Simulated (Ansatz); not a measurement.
Born–Oppenheimer molecular dynamics of FGe2H5 (8 atoms, charge 0, multiplicity 1). It starts at the highest image of a converged band, a first-order saddle point between two minima.

Level of theory: RKS B3LYP/def2-SVP in Ansatz 0.2.0.

- ensemble: NVE (velocity Verlet)
- time step: 0.5 fs
- steps asked: 200
- starting velocities drawn for: 300 K
- seed: 6579

First frame:

```xyz
8
Properties=species:S:1:pos:R:3
Ge -0.392 -0.219 0.517
H 0.856 -0.236 1.454
H 0.680 0.906 -0.287
Ge -0.945 1.903 -0.717
H -2.474 1.800 -0.949
H -0.623 2.988 0.324
H -0.281 2.157 -2.084
F -0.130 -1.569 -0.597
```

Problem. How far do the bonds stretch over the last three quarters of this one trajectory? (Pairs bonded in most of those frames.)

Solution. 
| bond | mean (Å) | spread (Å) | shortest | longest |
| --- | --- | --- | --- | --- |
| Ge1–H2 | 1.600 | 0.021 | 1.57 | 1.63 |
| Ge1–Ge4 | 2.689 | 0.195 | 2.50 | 3.14 |
| Ge1–F8 | 1.770 | 0.033 | 1.72 | 1.83 |
| H3–Ge4 | 1.677 | 0.127 | 1.49 | 1.90 |
| Ge4–H5 | 1.547 | 0.061 | 1.45 | 1.64 |
| Ge4–H6 | 1.542 | 0.040 | 1.48 | 1.60 |
| Ge4–H7 | 1.548 | 0.015 | 1.53 | 1.58 |

Mean temperature of the second half: 701 K. The conserved energy stayed within 0.13 meV per atom of its start (net change 0.075 meV per atom), so the integration is sound. The kinetic energy rose, since the run started high on the potential surface and went downhill. It ends in pieces (FGeH + GeH4), so much of that is their flight and rotation, not heat. A run of 0.1 ps of so small a system gives no equilibrium averages. The orbitals stay closed-shell, which can raise the energy where a bond breaks towards radicals; this wasn't checked here.

Run time: 7.1 min on 2 threads of Arm Neoverse V2, on a shared host, peak memory 0.24 GiB.
